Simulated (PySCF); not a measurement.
## Two-dimensional NMR puzzle

Compound of formula C₄H₇B. Correlations simulated from computed shifts and couplings:

HSQC (one-bond C–H):
```
  δH    δC  ¹J(C,H) (Hz)
2.29   7.6           138
1.07  16.6           126
```

COSY cross peaks (|J| ≥ 2 Hz):
```
  δH    δH  abs. J (Hz)  bonds
6.59  2.29          2.1      5
6.59  1.07          5.9      3
```

HMBC (two and three bonds, |J| ≥ 2.5 Hz):
```
  δH                    δC [abs. J in Hz]
6.59  144.1 [4.0], 99.4 [6.5], 16.6 [5.1]
2.29             144.1 [10.8], 99.4 [4.0]
1.07                           99.4 [3.8]
```

Carbons without hydrogens: δ 144.1, 99.4.

Single conformer, one averaged value for each set of equivalent atoms, no relativistic terms, isolated molecule. PBE0-D3(BJ)/def2-SVP geometry; shieldings: GIAO PBE0/pcSseg-1; J couplings at B3LYP/pcJ-1 (spin–dipole term only in couplings to heteroatoms); PySCF 2.14.

Scale: ¹H (σ = 31.27 ppm), ¹³C (σ = 184.41 ppm) vs TMS (reference shieldings calculated alike).

Exchangeable hydrogens are left out of these lists, and C,H couplings along chains are those of one rotamer, so weak HMBC peaks may be missing or extra.

Q: Work out the connectivity.

A: SMILES CBC#CC.

Atom-mapped SMILES (the numbers label the heavy atoms): `[CH3:1][BH:2][C:3]#[C:4][CH3:5]`; H(Xn) means a hydrogen on atom n.

- δC 144.1 is C4, an alkyne carbon.
- δC 99.4 is C3, an alkyne carbon.
- δC 16.6 is C1, a methyl carbon bonded to B (δH 1.07).
- δC 7.6 is C5, a propargylic methyl carbon (δH 2.29).
- HMBC from δH 6.59 reaches the proton-free carbons C4, C3.
- HMBC from δH 2.29 reaches the proton-free carbons C4, C3.
- HMBC from δH 1.07 reaches the proton-free carbon C3.
- COSY links 6.59–2.29, 6.59–1.07.

Hydrogens on boron are broadened and split by ¹¹B (spin 3/2, 80 %) and 10B (spin 3). A carbon bonded to boron is broadened by the quadrupolar boron nucleus and is often missing from a measured spectrum. Shifts are as computed. Against solution values, carbons near 30 ppm lie about +2 ppm off and those near 130 ppm about +5 ppm. Of 1211 compounds with measured shifts, 218 miss one by over three times the rms of a fit or turn the order of signals round; such compounds aren't used in these exercises.
